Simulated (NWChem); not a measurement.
Molecule: AlH3; SMILES [AlH3]

```xyz
4

Al     0.0000     0.0000     0.0000
H      1.1214     1.1214     0.0000
H      0.4105    -1.5319     0.0000
H     -1.5319     0.4105     0.0000
```
Atoms are numbered in this order, from 1.

Level: PBE0-D3(BJ)/def2-TZVP (NWChem), optimised geometry, unscaled harmonic frequencies. 

### Question
List the harmonic frequencies with IR intensities, and the thermochemistry.

### Answer
```csv
frequency (cm⁻¹),IR intensity (km/mol)
704,327.2
789,212.0
789,212.0
1925,0.0
1934,259.9
1934,259.9
```

```json
{
  "zero_point_energy": "11.5 kcal/mol",
  "thermal correction to the enthalpy at 298.15 K (with zero-point energy)": "14.1 kcal/mol",
  "heat capacity Cv": "8.2 cal/(mol K)",
  "entropy at 298.15 K and 1 atm (symmetry number 6)": "49.6 cal/(mol K)",
  "dipole_moment": "0.00 D"
}
```

Rigid rotor and harmonic oscillator.
